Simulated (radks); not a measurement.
Effect of the nuclear size on neutral erbium, [Xe] 4f12 6s2. Calculated with a radial shooting solver on a logarithmic mesh with Libxc functionals: Dirac Kohn-Sham, LDA (Slater exchange, Perdew-Wang correlation), spin-unpolarised, spherical densities, finite nucleus; open shells fill j = l - 1/2 first; Fermi nuclear charge, rms radius 5.2516 fm. The rms radius is varied about that value; shifts are against it.

rms radius (fm)  total energy shift (eV)  density at nucleus (e/bohr^3)  1s1/2 shift (meV)  2s1/2 shift (meV)  5s1/2 shift (meV)  5p1/2 shift (meV)  6s1/2 shift (meV)  4f7/2 shift (meV)  6p1/2 (empty) shift (meV)
4.3273                             -10.4                      9.193e+05              -4250               -566              -4.32              0.450             -0.173              0.767                      0.150
4.842                              -4.77                      8.899e+05              -1950               -261              -1.99              0.207             -0.080              0.353                      0.069
5.2516                                 0                      8.693e+05              0.000              0.000              0.000              0.000              0.000              0.000                      0.000
5.6927                              5.44                      8.492e+05               2230                297               2.27             -0.236              0.091             -0.403                     -0.079
6.3649                              14.3                      8.222e+05               5870                783               5.97             -0.621              0.239              -1.06                     -0.208

Slopes of the eigenvalues against <r^2> in GHz/fm^2, as finite differences over the two radii next to the reference (eigenvalue slopes, not the field-shift constants of lines): 1s1/2 113000, 2s1/2 15100, 5s1/2 115, 5p1/2 -12.0, 6s1/2 4.59, 4f7/2 -20.4, 6p1/2 (empty) -3.99.
